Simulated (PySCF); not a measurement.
**Adding and removing an electron: CsF**

RHF; basis Cs def2-SVPD with ECP46, F def2-SVPD; scalar-relativistic core potentials; PySCF 2.14. Neutral (RHF): singlet (closed shell), Re = 2.481 Å, ωe = 325 cm⁻¹, De = 3.24 eV, HOMO -10.96 eV, LUMO -0.10 eV.

CsF⁻ (UHF): doublet (σ ↑), Re = 2.572 Å, ωe = 272 cm⁻¹. The energies at the minima are -119.26377 hartree for CsF and -119.26887 for CsF⁻.

(1) Work out the adiabatic electron affinity, without and with harmonic zero-point energies (1 hartree = 27.2114 eV, 1 eV = 8065.5 cm⁻¹), and the change of the bond length.

Spin–orbit coupling is left out, which matters for elements this heavy, above all for dissociation energies. Where the molecule has an RHF reference, its open-shell atoms are computed with UHF. Hartree–Fock leaves out correlation, which carries a large part of most bond energies and some tenths to 1 eV of ionisation energies. States were picked by a PBE0 search and need not be the measured ground states.

Neutral and ion stand on different kinds of reference determinant, which adds to the error of the difference.

Answers

(1) At HF: 0.00510 hartree = 0.139 eV between the minima; the zero-point term (325.0 − 272.0)/2 cm⁻¹ = +0.003 eV makes it 0.142 eV. Re changes by +9.1 pm against the neutral. The electron enters a σ orbital; in so polar a molecule the change of length follows mostly from the change of the ionic charges.
